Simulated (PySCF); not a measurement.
Input for PySCF: R-B3LYP/LANL2DZ on ClH3Se (a complex), monomers drawn apart or pushed together.

```python
from pyscf import gto, scf, dft, mp
from pyscf.data.elements import chemcore

mol = gto.M(
    atom='''
    Cl    0.27389745   -0.68935308   -0.39335070
    H     0.13762359   -0.22667304    0.81354992
    Se   -0.11006682    0.87328012    4.14668684
    H     1.32572451    0.61805665    4.33883404
    H    -0.44612923   -0.49158144    4.58002694
    ''',
    basis='lanl2dz',
    ecp={'Cl': 'lanl2dz', 'Se': 'lanl2dz'},
    charge=0, spin=0, verbose=3, max_memory=1800)
mf = dft.RKS(mol, xc='b3lyp')
mf.conv_tol = 1e-8
mf.max_cycle = 100
mf.kernel()
if not mf.converged:
    mf = mf.newton().run(mf.mo_coeff, mf.mo_occ)
```

### Question
Give the final energy of this run.

### Answer
-25.9494 hartree.
